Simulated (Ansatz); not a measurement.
Species: BiI2 (charge 0, doublet). It need not be the lowest isomer of its formula. SMILES: [I][Bi][I]
Geometry: optimised at B3LYP-D3(BJ)/def2-TZVP (Ansatz, a program for electronic structure).

Parts of the frozen-core correlation energy in def2-SVP (Ansatz, hartree). Frozen orbitals: 27; correlated occupied orbitals by spin: 10 and 9; virtual: 41 and 42. Open shells are spin-unrestricted. Spin-orbit coupling is left out. Past Kr the def2 sets carry scalar-relativistic core potentials.

```json
[
 {"term": "reference (HF)", "value": "-806.95668"},
 {"term": "MP2 opposite-spin", "value": "___"},
 {"term": "MP2 same-spin", "value": "-0.07107"},
 {"term": "CCSD correlation", "value": "___"},
 {"term": "(T)", "value": "___"},
 {"term": "T1 diagnostic", "value": "0.017"},
 {"term": "largest doubles amplitude", "value": "0.051"},
 {"term": "<S^2> of the reference", "value": "0.768"}
]
```

**Question.** Complete the blanks.

**Answer.** 
- MP2 opposite-spin, value: -0.18479
- CCSD correlation, value: -0.28138
- (T), value: -0.00802
